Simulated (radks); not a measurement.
Values are calculated unless marked as measured or tabulated.
Initial-state core-level shifts of the chlorine ion Cl+ when its valence configuration changes from [Ne] 3s2 3p4. Level of theory: scalar-relativistic Kohn-Sham, r2SCAN, spin-unpolarised, spherical densities, finite nucleus; meta-GGA in the generalised Kohn-Sham scheme; Fermi nuclear charge, rms radius 3.3654 fm (a radial shooting solver on a logarithmic mesh with Libxc functionals). Shifts are changes of the shell-averaged eigenvalues in eV (positive: less bound); the change of the density at the nucleus, which sets a Mossbauer isomer shift, is in e/bohr^3, on a base of 3602.

| valence | 1s | 2s | 2p | density at nucleus |
|---|---|---|---|---|
| 3s1 3p5 | -1.478 | -1.417 | -1.417 | -13.6861 |
| 3p6 | -2.910 | -2.792 | -2.792 | -27.6062 |
| 3s1.5 3p4.5 | -0.745 | -0.714 | -0.714 | -6.8114 |
